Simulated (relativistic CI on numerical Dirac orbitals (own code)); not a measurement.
One change at a time: Nb XXV

Base calculation: Dirac-Coulomb-Breit CI, separate exchange-only KLI orbitals for each configuration, model QED (radiative potential, 1s self-energy scaled to tabulated hydrogen-like ionisation energies), unscaled Slater integrals.

Configuration list (outside the closed core [Ne]): 3s²3p⁵, 3s3p⁶, 3s²3p⁴3d, 3s3p⁵3d, 3p⁶3d, 3s3p⁴3d², 3s²3p³3d4p, 3p⁶4s, 3s²3p⁴4s, 3s3p⁴3d4s, 3p⁶4p, 3s²3p⁴4p, 3s²3p³3d², 3s²3p²3d³, 3s3p³3d³, 3s²3p²3d²4s, 3s²3p²3d²4p. Double excitations out of closed p, d and f shells are left out; levels of such configurations are missing from the list, as are those of other unlisted configurations, and high levels can miss mixing partners.

The lowest level and the first level of each name with at least 55 % of one term (blank where a level has no safe partner in the second run):

```
         Level  Base (cm⁻¹)  Shift (cm⁻¹)
 3s²3p⁵ ²P°3/2            0             0
 3s²3p⁵ ²P°1/2       166173         +1757
   3s3p⁶ ²S1/2       744090        -11217
3s²3p⁴3d ⁴D3/2       855844        -14843
3s²3p⁴3d ⁴D5/2       856849        -15557
3s²3p⁴3d ⁴D7/2       874942        -16445
3s²3p⁴3d ⁴F9/2       918704        -18812
3s²3p⁴3d ⁴P1/2       975385        -10680
3s²3p⁴3d ⁴D1/2       991699              
3s²3p⁴3d ⁴F5/2       999044        -13615
3s²3p⁴3d ²F5/2      1105294        -14021
3s²3p⁴3d ²G9/2      1106866        -16464
3s²3p⁴3d ²S1/2      1236573        +27320
3s3p⁵3d ⁴P°1/2      1566920
```

At this charge energies of transitions that change n are usually good to better than 1 %, and those within a shell (Δn = 0) to a few per cent.

Question: One thing was changed in a second run, which moved the levels as shown. Which?
A. Breit term removed
B. non-relativistic limit
C. QED terms removed
D. only the first 3 configurations

Answer: D. Only the first 3 configurations. With fewer configurations the levels that remain lose their mixing partners.

LS names give the leading component of a level, which can be under half, so a name can repeat, a term be missing and a line seem to break the LS rules.
